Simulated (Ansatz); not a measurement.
System: BI$_{2}$, charge 0, doublet. BI2 (SMILES I[B]I, doublet).
B3LYP-D3(BJ)/def2-TZVP minimum from Ansatz (a program for electronic structure):
```
B
I 1 2.1018
I 1 2.1018 2 128.46
```
Charge 0, spin multiplicity 2.

Total energies in def2-SVP, 17 correlated electrons, 19 frozen orbitals. Radicals and triplets start from unrestricted determinants; spin-orbit coupling is neglected. Correlated methods leave the cores frozen (noble-gas shells, and filled d and f shells in the p block). Past Kr the def2 sets carry scalar-relativistic core potentials. Spin-orbit terms, left out, reach several kcal/mol for Br and I, and more for heavier atoms.

```json
[
 {"method": "HF", "program": "Ansatz", "energy (Eh)": "-617.95569", "minus CCSDT(Q) (mEh)": "291.85"},
 {"method": "MP2", "program": "Ansatz", "energy (Eh)": "-618.21131", "minus CCSDT(Q) (mEh)": "36.23"},
 {"method": "CCSD", "program": "Ansatz", "energy (Eh)": "-618.23578", "minus CCSDT(Q) (mEh)": "11.76"},
 {"method": "CCSD(T)", "program": "Ansatz", "energy (Eh)": "-618.24571", "minus CCSDT(Q) (mEh)": "1.83"},
 {"method": "CCSDT(Q)", "program": "Ansatz", "energy (Eh)": "-618.24754", "minus CCSDT(Q) (mEh)": "0.00"}
]
```

Rough core times of Ansatz's runs on a shared machine: CCSD(T) under 20 s, CCSDT(Q) 2 min.
